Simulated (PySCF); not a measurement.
C8H11NSi.
Bonds: C1–C2 (aromatic), C2–C3 (aromatic), C3–C4 (aromatic), C4–C5, C5–C6, C6–Si7, Si7–C8, C4–N9 (aromatic), N9–C10 (aromatic), C1–C10 (aromatic), C5–C8. Hydrogens: H11 on C1; H12 on C2; H13 on C3; H14 on C5; H15, H16 on C6; H17, H18 on Si7; H19, H20 on C8; H21 on C10.

Computed with PySCF at PBE0/pcSseg-1, non-relativistic, on one gas-phase PBE0-D3(BJ)/def2-SVP geometry that isn't relaxed in the solvent. The solvent is an IEF-PCM continuum (Bondi radii, 1.10 Å for H, scaled by 1.2). Only the electrostatic response of the medium enters.

Gas phase at PBE0/pcSseg-1: HOMO -7.28 eV, LUMO -0.71 eV, dipole 1.60 D.

Problem. What does the continuum do to the energy, the frontier levels and the dipole at PBE0/pcSseg-1 in acetone and water?

Solution. 
```tsv
solvent	ε	E(solvent) − E(gas) (kcal/mol)	polarisation term (kcal/mol)	distortion of the solute (kcal/mol)	HOMO (eV)	LUMO (eV)	dipole (D)
acetone	20.49	-4.52	-5.35	0.83	-7.34	-0.75	2.40
water	78.36	-4.84	-5.80	0.96	-7.35	-0.76	2.47
```

The first energy column is the sum of the next two and covers electrostatics alone. From acetone to water the lowering changes by a factor 1.07, Onsager's factor (ε − 1)/(2ε + 1) by 1.06 and ε itself by 3.8.

Problem. Which radius a makes the point-dipole formula ΔE = −[(ε − 1)/(2ε + 1)]·μ²/a³ give the value in water, with the gas-phase dipole?

Solution. μ = 0.631 au and |ΔE| = 0.00771 Eh give a = 1.55 Å; the farthest nucleus lies 4.31 Å from the centroid of the nuclei, so such a sphere wouldn't even hold the nuclei. The formula assumes a rigid point dipole at the centre of a sphere.

Problem. Which ESP-fitted charges (PBE0/pcSseg-1) respond most in acetone (means over atoms taken as equivalent)?

Solution. 
| atoms | environment | gas (e) | solvent (e) | change |
| --- | --- | --- | --- | --- |
| N9 | pyridine-type nitrogen | -0.787 | -0.878 | -0.091 |
| Si7 | SiH2 silicon | +0.542 | +0.564 | +0.022 |
| C4 | substituted aromatic carbon | +0.690 | +0.712 | +0.022 |
| C10 | aromatic CH next to a ring nitrogen | +0.482 | +0.502 | +0.020 |
| H11 | aromatic hydrogen | +0.207 | +0.227 | +0.020 |
| C1 | aromatic CH carbon | -0.563 | -0.581 | -0.018 |

Time: 47 s of wall time; peak memory 1.3 GiB. Hardware: one thread, Arm Neoverse V1 (aarch64), shared host. This is the whole shielding run at PBE0/pcSseg-1 in water, SCF included.

The values belong to the conformer `[cH:1]1[cH:2][cH:3][c:4]([CH:5]2[CH2:6][SiH2:7][CH2:8]2)[n:9][cH:10]1`: C3–C4–C5–C6 -58°.
